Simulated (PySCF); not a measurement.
Electric field gradients and quadrupole coupling constants

Species: C6H7FS.
Geometry (GFN2-xTB, Å), atoms numbered from 1 in this order:
```xyz
15
C6H7FS angstrom
F      2.9666    0.8106    0.1210
C      2.1472   -0.2216   -0.1611
C      0.8346   -0.0800   -0.1811
C      0.0789    1.1874    0.1094
C     -1.3036    0.7119    0.5622
C     -1.4637   -0.6652    0.0027
S     -2.8554   -1.4868   -0.0712
C     -0.1407   -1.1825   -0.4709
H      2.6922   -1.1310   -0.3637
H     -0.0028    1.7774   -0.8075
H      0.5857    1.7991    0.8543
H     -2.1158    1.3687    0.2506
H     -1.3508    0.6410    1.6536
H      0.1163   -2.1222    0.0225
H     -0.1931   -1.3988   -1.5428
```

Field gradients from the PBE0/pcSseg-1 density (PySCF, non-relativistic), principal values in atomic units, ordered |Vxx| ≤ |Vyy| ≤ |Vzz|:

```csv
atom,Vxx,Vyy,Vzz
S7,1.1623,1.6708,-2.8330
```

Q: Find the asymmetry η = (Vxx − Vyy)/Vzz and the couplings χ = eQV/h (234.96 MHz × Q in barn × V in au), with Q(33S) = −0.0678 b.

A: 
```csv
atom,environment,nucleus,η,χzz (MHz),χxx (MHz),χyy (MHz)
S7,thiocarbonyl sulfur,33S,0.18,45.13,-18.52,-26.62
```

Q: What is Vzz at S7 in SI units (1 au = 9.71736 × 10²¹ V/m²)?

A: -2.8330 au = -27.530 × 10²¹ V/m².

Q: And the gradient at the other heavy atoms, for which no coupling is worked out here?

A: 
| atom | environment | Vzz (au) | η |
| --- | --- | --- | --- |
| F1 | vinyl fluorine | 2.926 | 0.14 |
| C2 | vinylic C–F carbon | 0.441 | 0.89 |
| C3 | fully substituted alkene carbon | 0.186 | 0.88 |
| C4 | allylic carbon | 0.094 | 0.75 |
| C5 | ring CH2 carbon | 0.075 | 0.78 |
| C6 | thiocarbonyl carbon | 0.557 | 0.05 |
| C8 | allylic carbon | 0.069 | 0.58 |

Were the hydrogens deuterons (Q(2H) = 0.00286 b), χzz would run from 201 kHz (H15 and H13) to 217 kHz (H9).

The structure is a single GFN2-xTB conformer in the gas phase; no vibrational or solvent corrections. GFN2-xTB bond lengths can be off by several hundredths of an ångström, more for odd bonds, and the gradients follow them. The small basis limits the accuracy of the gradients.
